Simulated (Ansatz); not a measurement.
**Energy profile**

The step: Si₂H₅Cl ([SiH3][SiH2][Cl]) + HF → Si₂H₅F ([F][SiH2][SiH3]) + HCl; bonds formed: Si1–F7, Cl2–H6; bonds broken: Si1–Cl2, H6–F7 (atoms numbered as in the saddle structure below).

```tsv
atom	x (Å)	y (Å)	z (Å)
Si1	-0.7008	0.0135	-0.4713
Cl2	0.6826	2.0062	-0.4231
H3	-1.1061	-1.2282	-1.1949
H4	-1.9305	0.7946	-0.2316
Si5	0.5278	-0.7292	1.3712
H6	0.3189	1.3237	-1.9615
F7	-0.1842	0.5173	-2.3274
H8	0.5918	0.3234	2.4148
H9	-0.0980	-1.9632	1.9241
H10	1.8985	-1.0581	0.8998
```

Electronic energies by CCSD(T) at an estimated basis limit (MP2 extrapolated from triple and quadruple zeta, plus CCSD(T) − MP2 in triple zeta), on PBE0-D4/def2-TZVP structures; Si2H6ClF, singlet; no counterpoise correction. Ansatz 0.2.0; basis: def2-TZVPP and def2-QZVPP; cores frozen in the correlated methods. Extrapolation: Hartree–Fock as exp(−7.88 √X), correlation as X^−2.97.

Q: Give the profile in eV, counted from the separated reactants. (An estimate is asked for; the value comes from the calculation.)

A: Computed:
| point | eV |
| --- | --- |
| separated: Si2H5Cl (linked as [SiH3][SiH2][Cl]; Si1, Cl2, H3, H4, Si5, H8, H9, H10; singlet) + HF (H6, F7; singlet) | 0.000 |
| start structure | -0.147 |
| saddle | 1.160 |
| end structure | -0.423 |
| separated: Si2H5F (linked as [F][SiH2][SiH3]; Si1, H3, H4, Si5, F7, H8, H9, H10; singlet) + HCl (Cl2, H6; singlet) | -0.271 |

No T1 diagnostic of these runs exceeds 0.013.

For scale, one of the runs: CCSD(T)/def2-TZVPP, 241 basis functions (an equivalent command: `ansatz run in.yaml --threads 4`). Hardware: 4 CPU threads, shared host. Wall time 110 s; peak host memory 4.3 GiB.
